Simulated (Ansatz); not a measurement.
Species: CH$_{6}$AlN, charge 0, singlet. CH6AlN (SMILES C[NH][AlH2]).
B3LYP-D3(BJ)/def2-TZVP minimum from Ansatz (a quantum-chemistry and plane-wave program):
```xyz
9

Al    -0.0946     0.2060     1.2117
H     -1.2769     0.7261     2.1176
H      1.3393    -0.1902     1.7379
N     -0.4010     0.0561    -0.5263
C      0.5019    -0.3928    -1.5769
H     -1.3098     0.3024    -0.8932
H      0.6750     0.3814    -2.3321
H      0.1266    -1.2838    -2.0918
H      1.4706    -0.6495    -1.1447
```

Total energies in hartree (Ansatz). Open shells are spin-unrestricted; no spin-orbit coupling. Cores are frozen in correlated methods. No relativity. For partners of very few electrons the exact lower level stands in for a higher one.

| species | HF/cc-pV(T+d)Z | CCSD(T)/cc-pV(T+d)Z | HF/cc-pV(Q+d)Z | CCSD(T)/cc-pV(Q+d)Z | CCSD(T)/cc-pV(D+d)Z | CCSDT(Q)/cc-pV(D+d)Z |
|---|---|---|---|---|---|---|
| 1: CH6AlN (SMILES [NH](C)[AlH2]) | -337.78923 | -338.32172 | -337.79907 | -338.35912 | -338.18968 | -338.19132 |
| 2: Al (doublet) | -241.87908 | -241.93131 | -241.88044 | -241.93374 | -241.92191 | -241.92229 |
| 3: H (doublet) | -0.49981 | -0.49981 | -0.49995 | -0.49995 | -0.49928 | -0.49928 |
| 4: N (quartet) | -54.40069 | -54.51471 | -54.40372 | -54.52482 | -54.47850 | -54.47866 |
| 5: C (triplet) | -37.69157 | -37.78076 | -37.69331 | -37.78654 | -37.76038 | -37.76071 |

Work out the atomisation energy (electronic, to ground-state atoms) in kJ/mol: take Hartree-Fock from cc-pV(Q+d)Z, extrapolate the CCSD(T) correlation energy as X^-3 (X = 3, 4), and add CCSDT(Q) - CCSD(T) in cc-pV(D+d)Z. 1 hartree = 2625.5 kJ/mol.


Species 1: correlation (64·(-0.56005) - 27·(-0.53249))/37 = -0.58016; step -0.00164; E1 = -337.79907 + (-0.58016) + (-0.00164) = -338.38087
Species 2: correlation (64·(-0.05330) - 27·(-0.05223))/37 = -0.05408; step -0.00038; E2 = -241.88044 + (-0.05408) + (-0.00038) = -241.93490
Species 3: correlation (64·(0.00000) - 27·(0.00000))/37 = 0.00000; step +0.00000; E3 = -0.49995 + (0.00000) + (+0.00000) = -0.49995
Species 4: correlation (64·(-0.12110) - 27·(-0.11402))/37 = -0.12627; step -0.00016; E4 = -54.40372 + (-0.12627) + (-0.00016) = -54.53015
Species 5: correlation (64·(-0.09323) - 27·(-0.08919))/37 = -0.09618; step -0.00033; E5 = -37.69331 + (-0.09618) + (-0.00033) = -37.78982
-1·E1 +1·E2 +6·E3 +1·E4 +1·E5 = 1.12630 hartree = 2957.1 kJ/mol.
